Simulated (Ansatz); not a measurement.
Start from `C[BH][Al]([OH])[F]` and change one atom or group to get `B[O][Al]([OH])[F]`.

Ansatz, PBE0-D4/def2-TZVP geometries, multiplicity 1. Each molecule was computed in one conformer, which needn't be the lowest.

| property | `C[BH][Al]([OH])[F]` |
| --- | --- |
| HOMO–LUMO gap (PBE/def2-TZVPP) / eV | 3.22 |
| size of the dipole moment (ωB97M-V/def2-TZVPP) / D | 1.37 |
| HOMO energy (B3LYP/def2-TZVPP) / eV | -7.53 |
| HOMO–LUMO gap (ωB97M-V/def2-TZVPP) / eV | 9.44 |
| HOMO energy (PBE0/def2-TZVPP) / eV | -7.71 |
| HOMO energy (PBE/def2-TZVPP) / eV | -6.50 |

Problem. Give the same properties after the change, and the shifts. (Estimate.)

Solution. Ansatz gave: 
| property | `B[O][Al]([OH])[F]` | shift |
| --- | --- | --- |
| HOMO–LUMO gap (PBE/def2-TZVPP) / eV | 4.90 | 1.68 |
| size of the dipole moment (ωB97M-V/def2-TZVPP) / D | 1.63 | 0.26 |
| HOMO energy (B3LYP/def2-TZVPP) / eV | -7.95 | -0.42 |
| HOMO–LUMO gap (ωB97M-V/def2-TZVPP) / eV | 11.17 | 1.73 |
| HOMO energy (PBE0/def2-TZVPP) / eV | -8.14 | -0.43 |
| HOMO energy (PBE/def2-TZVPP) / eV | -6.69 | -0.19 |

With PBE0 the HOMO falls by 0.43 eV and the LUMO rises by 1.47 eV, so the gap widens by about 1.90 eV. PBE moves the HOMO by -0.19 eV and ωB97M-V by -0.63 eV. Dipoles are sizes alone; their direction can turn.

B3LYP here is the variant with VWN-RPA as its local correlation; programs differ in this.
